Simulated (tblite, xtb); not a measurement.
H4AsSi (SMILES [SiH3][AsH]), doublet, at a GFN2-xTB geometry. Base run: GFN1-xTB run with xtb 6.7.1.

The xtb input:
```
$ xtb mol.xyz --gfn 1 --uhf 1 --json

# file mol.xyz
6

Si    -1.40329534    -0.53462063     0.03897477
As     0.72861432     0.32423351    -0.02335434
H     -1.67313328    -1.31833068     1.25215617
H     -2.36838393     0.56910308     0.00592110
H     -1.70511391    -1.41474898    -1.09857261
H      1.34849332    -1.05104054     0.06554169
```

Programs used: tblite, xtb; a row that names a program was run with it.

The base run was repeated with changes; each row names its change, and settings that it needs were set with it.

```json
[
 {"change": "base", "ΔE vs base (mEh)": "0.000", "dipole (D)": "0.92", "G_solv (kcal/mol)": "-", "SCF cycles": "12"},
 {"change": "acc = 0.1", "ΔE vs base (mEh)": "0.000", "dipole (D)": "0.92", "G_solv (kcal/mol)": "-", "SCF cycles": "13"},
 {"change": "program = tblite; method = gfn1; option = (--guess, eeq)", "ΔE vs base (mEh)": "-0.002", "dipole (D)": "-", "G_solv (kcal/mol)": "-", "SCF cycles": "-"},
 {"change": "gbsa = chcl3", "ΔE vs base (mEh)": "-4.188", "dipole (D)": "1.05", "G_solv (kcal/mol)": "-2.68", "SCF cycles": "11"},
 {"change": "alpb = acetone", "ΔE vs base (mEh)": "-2.839", "dipole (D)": "1.00", "G_solv (kcal/mol)": "-1.80", "SCF cycles": "10"},
 {"change": "program = tblite; method = gfn1; option = --grad", "ΔE vs base (mEh)": "-0.002", "dipole (D)": "-", "G_solv (kcal/mol)": "-", "SCF cycles": "-"},
 {"change": "program = tblite; method = gfn1; option = (--efield, 0,0,0.1)", "ΔE vs base (mEh)": "-0.114", "dipole (D)": "-", "G_solv (kcal/mol)": "-", "SCF cycles": "-"}
]
```

ALPB and GBSA are two models with their own fitted parameters for each solvent, which aren't always the measured dielectric constant.
